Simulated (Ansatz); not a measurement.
Frontier orbitals of BFH2OSi, SMILES `F[SiH]1BO1`.

Cartesian coordinates in Å:
```
F -1.540 1.096 0.814
Si -0.076 0.561 0.495
B 0.252 -1.096 -0.340
O 0.080 -0.005 -1.122
H 0.844 1.678 0.779
H 0.441 -2.234 -0.627
```

Total charge 0; spin multiplicity 1. All single points use the PBE0-D4/def2-TZVP geometry. Basis def2-TZVPP, Ansatz 0.2.0.

Orbital energies of one run (eV). Highest occupied ones, from the top: -9.51, -12.96, -13.73, -14.40, -15.42, -15.89, -16.13, -17.04, -18.56, -31.87, -36.40, -103.47, -103.55, -103.59. Empty: 0.66, 1.35, 2.60, 2.71, 3.12, 3.56.

Task: Which functional gave them?
A. CAM-B3LYP
B. r2SCANh
C. revPBE
D. ωB97M-V

Result: D. HOMO energies: ωB97M-V -9.51, r2SCANh -6.82, revPBE -6.10, CAM-B3LYP -8.73 eV.
